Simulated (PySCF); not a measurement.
Two-component Hartree-Fock for Sm⁴⁰⁺ (samarium, charge +40)

Start: [Ar] 3d4; 3d3/2 filled at m_j = -3/2, -1/2, +1/2, +3/2. Calculated with PySCF 2.14 in an uncontracted even-tempered set (16 s from 8.5 bohr⁻², ratio 2.8; 12 p from 11 bohr⁻², ratio 2.8; 8 d from 11 bohr⁻², ratio 2.8; 3 f from 37 bohr⁻², ratio 3): generalised Hartree-Fock with the X2C-1e Hamiltonian and a Gaussian nucleus; one run each with spin-orbit coupling (SO) switched off, then screened by Boettger's factors.

| spinor shell | electrons | ε, spin-free (eV) | ε, screened SO (eV) | weight of nominal j (screened SO) | rms radius, screened SO (bohr) |
| --- | --- | --- | --- | --- | --- |
| 1s1/2 | 2 | -49218.0 | -49206.5 | 1.000 | 0.0259 |
| 2s1/2 | 2 | -9896.4 | -9891.2 | 1.000 | 0.104 |
| 2p1/2 | 2 | -9058.3 | -9495.4 | 1.000 | 0.0894 |
| 2p3/2 | 4 | -9058.3 | -8863.4 | 1.000 | 0.0951 |
| 3s1/2 | 2 | -3581.4 | -3579.7 | 1.000 | 0.259 |
| 3p1/2 | 2 | -3310.3 | -3426.5 | 1.000 | 0.248 |
| 3d3/2 | 4 | -3023.8 | -3032.2 | 1.000 | 0.226 |

(1) Where does 3p3/2 lie, and what is the 3p spin-orbit splitting (screened SO)?

```csv
quantity,spin-free,screened SO
E (hartree),-9181.17948,-9189.07523
M_J,0,0
⟨J²⟩,4.001,0.000
⟨L²⟩,6.001,2.427
⟨S²⟩,6.000,2.427
```

Breit and QED terms are absent; they matter most for the inner s and p1/2 levels.

Densities and radii are taken from the X2C orbitals without a picture-change correction, which distorts them close to the nucleus.

Without spin-orbit coupling the j labels of p, d and f shells carry no meaning; the spin-free column gives the mean over the occupied spinors of each nl shell, and its ⟨J²⟩ belongs to a mixture of degenerate components.

Answers

(1) At -3257.5 eV, 169.01 eV above 3p1/2.
